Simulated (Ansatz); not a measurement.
Mulliken charges of C2H3BF2O2 (`CC(=O)OB(F)F`) from ωB97M-V/def2-TZVPP in Ansatz (PBE0-D4/def2-TZVP geometry).

```tsv
atom	x (Å)	y (Å)	z (Å)	charge (e)
C1	0.384	0.043	1.608	-0.289
C2	0.594	0.056	0.132	0.333
O3	1.570	0.414	-0.447	-0.270
O4	-0.500	-0.458	-0.523	-0.292
B5	-0.831	-0.161	-1.813	0.578
F6	-0.454	0.941	-2.419	-0.215
F7	-1.633	-0.992	-2.443	-0.222
H8	0.145	-0.971	1.935	0.129
H9	-0.471	0.673	1.862	0.123
H10	1.278	0.403	2.110	0.124
```

Task: By hand: the dipole of these point charges (1 e Å = 4.8032 D).

Result: Σ q r = (-0.092, -0.039, 0.607) e Å, of length 0.615 e Å = 2.95 D.

Task: How does the dipole of the full density compare? (Best estimate.)

Result: Ansatz gave: (-0.203, -0.063, 0.562) e Å, 2.89 D; the point charges give 1.02 times that, at 11° from its direction.

Point charges leave out the atoms' own dipoles, such as those of lone pairs, and Mulliken's split depends on the basis, so the close match here is no proof of good charges.
